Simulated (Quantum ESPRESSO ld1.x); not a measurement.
Cs, configuration [Xe] 6s1. Calculated with ld1.x of Quantum ESPRESSO 7.5: Dirac Kohn-Sham, PBE, spin-unpolarised, spherical densities, point nucleus.

Normalised radial functions P(r) = r R(r) (large component), r in bohr:

r	5d3/2
0.00552	0.0001
0.007663	0.0002
0.01064	0.0004
0.01477	0.0009
0.02034	0.0022
0.02823	0.0048
0.03919	0.0104
0.0544	0.0209
0.07552	0.0383
0.1048	0.0618
0.1455	0.0823
0.202	0.0801
0.2805	0.0337
0.3862	-0.0506
0.5362	-0.1268
0.7443	-0.1201
1.033	-0.0070
1.434	0.1592
1.991	0.3012
2.764	0.3708
3.837	0.3775
5.326	0.3540
7.335	0.2966
10.18	0.2017
14.14	0.1017
19.62	0.0347
27.24	0.0078

5d3/2 (empty): eigenvalue -0.407 eV, 2 radial nodes at r = 0.322, 1.05 bohr, <r> = 6.08 bohr, 90 % of the charge inside 10.6 bohr.
